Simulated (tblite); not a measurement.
Species: C5H7NSi.
Atom-mapped SMILES: `[CH2:1]=[C:2]1[CH2:3][C@@H:4]([C:5]#[N:6])[SiH2:7]1` (hydrogens: H8, H9 on C1; H10, H11 on C3; H12 on C4; H13, H14 on Si7)

Computed with GFN2-xTB (tblite): harmonic, unscaled wavenumbers at the GFN2-xTB geometry, gas phase. The method is semi-empirical: single wavenumbers can be off by several per cent or more. Modes of hydrogen on silicon can be 10 to 20 % off.

Harmonic wavenumbers (cm⁻¹): 36.8, 133.3, 196.0, 280.0, 304.9, 424.7, 453.3, 466.4, 483.9, 560.7, 610.6, 648.7, 665.7, 693.0, 770.6, 880.2, 910.8, 928.6, 994.3, 1050.8, 1087.5, 1116.1, 1157.7, 1238.3, 1264.0, 1411.2, 1455.3, 1708.3, 2276.1, 2309.8, 2385.5, 2959.1, 2973.1, 2988.4, 3066.6, 3108.1.

A = 4397, B = 1503, C = 1248 MHz; mass 109.035 u (most abundant isotopes); point group C1, symmetry number 1.

**Question.** What is the zero-point energy?

**Answer.** ½Σν̃ = 21999 cm⁻¹ = 263.17 kJ/mol.

**Question.** Entropy at 500 K, 1 bar (ideal gas, RRHO, classical rotation)?

**Answer.** Translation 178.12, rotation 123.84, vibration 147.43: S = 449.4 J/(mol K).

**Question.** And Cp and H(500 K) − H(0)?

**Answer.** Cp = 188.28 J/(mol K), of which vibrations give 155.02 (their classical limit is 36 R = 299.3); H(500 K) − H(0) = 56.14 kJ/mol without the zero-point energy, 39.51 from vibrations.

**Question.** Blend soft modes into free rotors: weight 1/[1 + (100 cm⁻¹/ν̃)⁴] for the oscillator and the rest for a rotor with moment μB/(μ + B), μ = h/(8π²ν), B = 10⁻⁴⁴ kg m². What vibrational entropy results?

**Answer.** 137.91 J/(mol K) in place of 147.43, which changes −T·S at 500 K by +4.76 kJ/mol.

**Question.** Which modes carry the vibrational entropy at 500 K?

**Answer.** 36.8 cm⁻¹: 26.99; 133.3 cm⁻¹: 16.33; 196.0 cm⁻¹: 13.19; 280.0 cm⁻¹: 10.33; 304.9 cm⁻¹: 9.66; 424.7 cm⁻¹: 7.15 J/(mol K); the other 30 give 63.79 together.

Hindered rotation and anharmonicity are outside this model. The structure is chiral; the term R ln 2 for an equal mix with its mirror image is left out.
